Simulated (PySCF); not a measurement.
Geometries of 2 isomers of C2H9GeNSi, from PBE0-D3(BJ)/def2-SVP geometry optimisation, gas phase (PySCF). One conformer each, no zero-point energy, no frequencies.

Question: Which isomer lies lower at this level?
A.
```xyz
14
angstrom
C      2.051   -0.045    0.875
Ge     0.639   -0.503   -0.386
C     -1.140   -0.901    0.377
Si    -1.775    0.680   -0.460
N     -0.200    0.971   -1.144
H      2.436   -0.951    1.367
H      1.665    0.642    1.641
H      2.887    0.445    0.352
H      1.163   -1.517   -1.432
H     -1.585   -1.834    0.003
H     -1.169   -0.905    1.476
H     -2.879    0.462   -1.452
H     -2.263    1.730    0.495
H      0.165    1.711   -1.729
```
B.
```xyz
14
angstrom
C     -2.796    0.235    0.555
C     -1.504    0.299    0.892
Ge    -0.164    1.089   -0.267
N      1.109   -0.152   -0.745
Si     2.772   -0.236   -0.264
H     -3.547   -0.220    1.211
H     -3.166    0.639   -0.395
H     -1.181   -0.123    1.852
H     -0.893    1.611   -1.525
H      0.613    2.218    0.433
H      0.735   -0.960   -1.235
H      3.631   -0.689   -1.403
H      3.039   -1.176    0.876
H      3.190    1.132    0.168
```

Answer: A. That is `[CH3][Ge@H]1[CH2][SiH2][NH]1`, 30.1 kcal/mol below the other.

| SMILES | atoms numbered as above | E (Eh) | relative (kcal/mol) | relative (kJ/mol) | dipole (D) |
| --- | --- | --- | --- | --- | --- |
| [CH3][Ge@H]1[CH2][SiH2][NH]1 | [CH3:1][Ge@H:2]1[CH2:3][SiH2:4][NH:5]1 | -2501.92239 | 0.0 | 0.0 | 1.31 |
| C=[CH][GeH2][NH][SiH3] | [CH2:1]=[CH:2][GeH2:3][NH:4][SiH3:5] | -2501.87445 | 30.1 | 125.9 | 1.51 |

As drawn, the lower has a four-membered ring and an Si–C bond, which the higher lacks; the higher has a C=C bond outside aromatic rings, which the lower lacks.
